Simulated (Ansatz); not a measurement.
Input and output for `C[Se][SiH2]N`.

```yaml
crystal:
  periodic: [false, false, false]
  atoms:
    - {symbol: C, position_ang: [-0.579322, 1.763168, -0.187797]}
    - {symbol: Se, position_ang: [-1.565400, 0.381227, 0.613616]}
    - {symbol: Si, position_ang: [0.236192, -0.969516, 0.919917]}
    - {symbol: N, position_ang: [0.967555, -1.540870, -0.721800]}
    - {symbol: H, position_ang: [-0.343174, 1.319063, -1.261201]}
    - {symbol: H, position_ang: [-1.410827, 2.503546, -0.385042]}
    - {symbol: H, position_ang: [0.136105, 2.184219, 0.443638]}
    - {symbol: H, position_ang: [-0.396133, -2.242431, 1.471281]}
    - {symbol: H, position_ang: [1.304482, -0.460857, 1.482032]}
    - {symbol: H, position_ang: [0.361955, -2.030576, -1.567342]}
    - {symbol: H, position_ang: [1.623381, -0.983447, -1.213404]}
basis:
  gaussian: {orbitals: def2-mTZVP}
total_charge: -1
magnetization: {spin_polarized: false, initial_magnetization: 1}
hamiltonian: {xc: {name: RPBE}, dispersion: d4}
accuracy: high
output: {forces: true}
```

```sh
$ ansatz run in.yaml --threads 4 --pin off --events-out ev --progress --plain --max-ram 10444MiB
```

Output, abridged:

```
Functional definition: RPBE
2366 factors; integrals over basis functions are off by at most 1.6e-8 eV
mean field evaluation 1: about -75854.3181 eV, gradient 6.4e1 eV
mean field evaluation 2: about -75854.3081 eV, gradient 6.4e1 eV
mean field evaluation 4: about -75858.0268 eV, gradient 3.8e1 eV
mean field evaluation 8: about -75863.1602 eV, gradient 2.0e0 eV
mean field evaluation 16: about -75863.1807 eV, gradient 1.6e-2 eV
mean field evaluation 32: about -75863.1807 eV, gradient 2.5e-8 eV
mean field -75863.18068925 eV, -2787.9204684192 hartree, gradient 2.5e-8 eV, S^2 0.750000; 8 other end points of the search recorded, 0 dependent functions left out
reference -75863.18069341 eV, -2787.9204685721 hartree; 35, 34 occupied and 82, 83 virtual orbitals, 2366 factors
Total energy: -75864.15009016 eV, -2787.9560932457 hartree
Atom 0 at    -0.579322     1.763168    -0.187797 Å, force    -2.156759     0.132285    -4.467378 eV/Å
Atom 1 at    -1.565400     0.381227     0.613616 Å, force    -1.460674    -1.273608     2.173930 eV/Å
Atom 2 at     0.236192    -0.969516     0.919917 Å, force    -3.280954    -3.021548    -4.135619 eV/Å
Atom 3 at     0.967555    -1.540870    -0.721800 Å, force    -2.634171    -2.418811    -0.281601 eV/Å
Atom 4 at    -0.343174     1.319063    -1.261201 Å, force     0.781632     1.213510     1.795457 eV/Å
Atom 5 at    -1.410827     2.503546    -0.385042 Å, force     0.624149     0.242556     0.061360 eV/Å
Atom 6 at     0.136105     2.184219     0.443638 Å, force     1.765649     0.613779     0.666841 eV/Å
Atom 7 at    -0.396133    -2.242431     1.471281 Å, force     0.326682     0.076760    -0.137326 eV/Å
Atom 8 at     1.304482    -0.460857     1.482032 Å, force     3.702024     1.944896     2.620822 eV/Å
Atom 9 at     0.361955    -2.030576    -1.567342 Å, force     1.104631     1.027306     2.273089 eV/Å
Atom 10 at     1.623381    -0.983447    -1.213404 Å, force     1.227791     1.462876    -0.569574 eV/Å
Dipole moment:    -0.424137     0.555906     0.141192 e Å
```

Hardware: 4 threads of an Arm Neoverse V2 on a shared host. Wall time 9.5 s, peak host memory 0.46 GiB.
